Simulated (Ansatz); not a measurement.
System: CH₅GeS (charge 0, doublet). It need not be the lowest isomer of its formula. 
Geometry from a B3LYP-D3(BJ)/def2-TZVP (Ansatz, a quantum-chemistry and plane-wave program) optimisation:
```xyz
8

C     -2.0502    -0.6264    -0.4521
S     -0.9899     0.2191     0.7736
Ge     1.0073     0.0347    -0.2015
H     -1.9498    -0.1679    -1.4339
H     -1.8067    -1.6853    -0.5080
H     -3.0766    -0.5162    -0.1075
H      0.8427     0.4372    -1.6988
H      1.8968     1.0744     0.5306
```
Charge 0, spin multiplicity 2.

Total electronic energies in hartree. Correlated levels leave the core frozen unless marked. Open shells are spin-unrestricted. No spin-orbit coupling. Frozen are the shells of the preceding noble gas and the d and f shells that filled before the atom's block. Non-relativistic. CBS marks a two-point X^-3 extrapolation of the correlation energy; Hartree-Fock from the larger set. [CCSD(T)-MP2]/basis is that difference in the basis named.

```json
[
 {"level": "HF/6-31G*", "program": "Ansatz", "energy (Eh)": "-2513.35104"},
 {"level": "HF/def2-TZVPP", "program": "Ansatz", "energy (Eh)": "-2513.69115"},
 {"level": "RI-HF/def2-TZVPP", "program": "Ansatz", "energy (Eh)": "-2513.69107"},
 {"level": "RI-HF/def2-QZVPP", "program": "Ansatz", "energy (Eh)": "-2513.74641"},
 {"level": "B3LYP-D4/def2-TZVPD", "program": "Ansatz + dftd4", "energy (Eh)": "-2516.39429"},
 {"level": "PBE0/STO-3G", "program": "Ansatz", "energy (Eh)": "?"},
 {"level": "PBE0-D3(BJ)/def2-TZVPD", "program": "Ansatz + dftd3", "energy (Eh)": "-2515.86811"},
 {"level": "CAM-B3LYP-D3(BJ)/def2-TZVPD", "program": "Ansatz + dftd3", "energy (Eh)": "-2516.42222"},
 {"level": "LC-wPBE/def2-TZVPD", "program": "Ansatz", "energy (Eh)": "-2515.90030"},
 {"level": "SCS-MP2/STO-3G", "program": "Ansatz", "energy (Eh)": "-2485.34444"},
 {"level": "CCSD(T)/6-31G*", "program": "Ansatz", "energy (Eh)": "-2513.72866"},
 {"level": "CCSD(T)/def2-SVP", "program": "Ansatz", "energy (Eh)": "-2513.65985"},
 {"level": "RI-MP2/CBS(def2-TZVPP,def2-QZVPP)+[CCSD(T)-MP2]/def2-TZVPP", "program": "Ansatz", "energy (Eh)": "-2514.3297"},
 {"level": "RI-MP2/CBS(def2-TZVPP,def2-QZVPP)+[CCSD(T)-MP2]/def2-QZVPP", "program": "Ansatz", "energy (Eh)": "-2514.3268"},
 {"level": "CCSD(T)/CBS(def2-TZVPPD,def2-QZVPPD)", "program": "Ansatz", "energy (Eh)": "-2514.3238"}
]
```

**Question.** Some entries are withheld; supply them.

**Answer.** 
- PBE0/STO-3G, energy (Eh): -2487.05245
